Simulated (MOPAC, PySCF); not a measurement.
C$_{9}$H$_{7}$BFN, SMILES `Bc1c(F)ccc2ncccc12`, neutral singlet in the gas phase. 

Cartesian coordinates (Å):
```xyz
19

B     -1.8787    -1.9212    -0.4695
C     -1.2708    -0.5448    -0.1510
C     -2.1081     0.5485     0.0728
F     -3.4336     0.4005     0.0091
C     -1.6517     1.8493     0.3732
C     -0.2989     2.0786     0.4562
C      0.6379     1.0271     0.2439
N      1.9590     1.3334     0.3430
C      2.8363     0.3744     0.1491
C      2.4744    -0.9607    -0.1580
C      1.1395    -1.2871    -0.2617
C      0.1523    -0.2867    -0.0607
H     -1.1820    -2.8833    -0.6669
H     -3.0707    -2.0609    -0.5265
H     -2.3863     2.6403     0.5322
H      0.1028     3.0671     0.6858
H      3.8956     0.6455     0.2347
H      3.2503    -1.7143    -0.3088
H      0.8326    -2.3058    -0.4969
```
Charge 0, multiplicity 1.

All levels are single points at this geometry (B3LYP-D3(BJ)/def2-SVP); Pople sets use spherical d functions. Orbital energies aren't observables, and empty levels follow the basis.

| level | HOMO (eV) | LUMO (eV) | gap (eV) | dipole (D) | vertical IE, Delta-SCF (eV) |
|---|---|---|---|---|---|
| B3LYP-D3(BJ)/def2-TZVP in PySCF | -7.02 | -2.71 | 4.30 | 1.25 | 8.81 |
| PBE-D3(BJ)/def2-TZVP in PySCF | -6.12 | -3.36 | 2.76 | 1.14 | – |
| B3LYP/3-21G in PySCF | -6.85 | -2.44 | 4.41 | 1.16 | – |
| B3LYP/6-311+G** in PySCF | -7.08 | -2.76 | 4.31 | 1.35 | – |
| BP86/6-31G* in PySCF | -5.92 | -3.11 | 2.81 | 1.01 | – |
| M06-2X/6-31G* in PySCF | -8.00 | -1.47 | 6.52 | 1.12 | – |
| HF/3-21G in PySCF | -8.94 | 1.00 | 9.94 | 1.67 | – |
| AM1 in MOPAC | -9.36 | -1.04 | 8.32 | 1.21 | – |
| PM6 in MOPAC | -9.58 | -1.45 | 8.13 | 1.35 | – |
